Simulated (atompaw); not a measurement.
**Mo: variants of one PAW (atompaw) potential**

Base potential:

Mo (Z = 42), PAW, made with atompaw 4.2.0.5 (LDA (PW92), scalar-relativistic). Core [Ar] 3d10, reference 4s2 4p6 4d5 5s1 5p0. Waves: 4s (bound): rc 1.40 bohr; 5s (bound): rc 1.95 bohr; 4p (bound): rc 1.85 bohr; 5p (bound, empty): rc 1.95 bohr; 4d (bound): rc 1.95 bohr; 4d channel at 3.05 Ry: rc 1.95 bohr. Local part: troulliermartins scheme with l = 3 at 0 Ry, radius 1.50 bohr. Core correction: smooth core density matched at 1.95 bohr. Augmentation charge: gaussian compensation charge, radius 1.50 bohr; PAW radius 1.95 bohr; waves and projectors: custom polynom2 7 10 vanderbiltortho.

All-electron outer shells of the reference configuration (LDA (PW92), scalar-relativistic, ld1.x):

```json
{"shell": "3p", "level (eV)": "-378.89", "outermost node (bohr)": "0.17", "outermost maximum (bohr)": "0.38"}
{"shell": "3d", "level (eV)": "-221.31", "outermost node (bohr)": "–", "outermost maximum (bohr)": "0.32"}
{"shell": "4s", "level (eV)": "-64.42", "outermost node (bohr)": "0.51", "outermost maximum (bohr)": "0.99"}
{"shell": "4p", "level (eV)": "-38.59", "outermost node (bohr)": "0.52", "outermost maximum (bohr)": "1.06"}
{"shell": "5s", "level (eV)": "-4.32", "outermost node (bohr)": "1.34", "outermost maximum (bohr)": "2.93"}
{"shell": "4d", "level (eV)": "-3.93", "outermost node (bohr)": "0.53", "outermost maximum (bohr)": "1.38"}
{"shell": "5p", "level (eV)": "-1.16", "outermost node (bohr)": "1.54", "outermost maximum (bohr)": "4.05"}
```

Cutoffs, loose and tight: the cutoffs (Ry, on a coarse ladder) from which the occupation-weighted sum of valence levels, in a spherical-Bessel basis at the reference potential, stays within 10 and 1 mRy of its value at 400 Ry. They see the waves, projectors and local potential, not the compensation charge or the core. A dash means not determined.

A true bound ghost makes a file unfit for plane-wave use even where its test errors are small: the radial tests pick states by their node count and pass the ghost by.

```tsv
change	outcome	cutoff, loose	cutoff, tight	bound ghosts
base	generated	25 Ry	35 Ry	none
wave 4d channel at 3.05 Ry: rc 1.95 bohr becomes 4d channel at 1.53 Ry: rc 1.95 bohr	generated	25 Ry	35 Ry	none
core [Kr], valence charge 6; reference 4d4 5s0 5p0; waves now 5s (bound): rc 2.15 bohr; 5s channel at -0.8 Ry: rc 3.00 bohr; 5p (bound): rc 3.00 bohr; 5p channel at 1.1 Ry: rc 3.00 bohr; 4d (bound): rc 1.55 bohr; 4d channel at 0.9 Ry: rc 1.55 bohr; local potential troulliermartins scheme with l = 3 at 0 Ry, radius 2.95 bohr; core correction smooth core density matched at 1.80 bohr; augmentation gaussian compensation charge, radius 2.75 bohr; PAW radius 3.00 bohr; waves and projectors: custom polynom2 7 10 vanderbiltortho	failed: atompaw: The overlap operator has at least one negative eigenvalue!	–	–	–
core correction smooth core density matched at 0.98 bohr	generated	25 Ry	35 Ry	none
augmentation gaussian compensation charge, radius 1.50 bohr; PAW radius 1.95 bohr; waves and projectors: custom rrkj vanderbiltortho	failed: atompaw: The overlap operator has at least one negative eigenvalue!	–	–	–
local potential vpsmatchnc scheme with l = 3 at 0 Ry, radius 1.50 bohr	generated	25 Ry	35 Ry	s
augmentation gaussian compensation charge, radius 1.18 bohr; PAW radius 1.95 bohr; waves and projectors: custom polynom2 7 10 vanderbiltortho	generated	25 Ry	35 Ry	none
augmentation besselshape compensation charge, radius 1.50 bohr; PAW radius 1.95 bohr; waves and projectors: custom polynom2 7 10 vanderbiltortho	generated	25 Ry	35 Ry	none
local potential troulliermartins scheme with l = 3 at 0 Ry, radius 1.06 bohr	generated	25 Ry	70 Ry	s
all radii scaled by about 0.81 (s 1.14, p 1.50, d 1.58 bohr); local potential troulliermartins scheme with l = 3 at 0 Ry, radius 1.22 bohr; augmentation gaussian compensation charge, radius 1.22 bohr; PAW radius 1.58 bohr; waves and projectors: custom polynom2 7 10 vanderbiltortho; core correction smooth core density matched at 1.58 bohr	failed: atompaw: The overlap operator has at least one negative eigenvalue!	–	–	–
wave 5s (bound): rc 1.95 bohr becomes 5s (bound): rc 1.28 bohr	generated	25 Ry	45 Ry	none
```
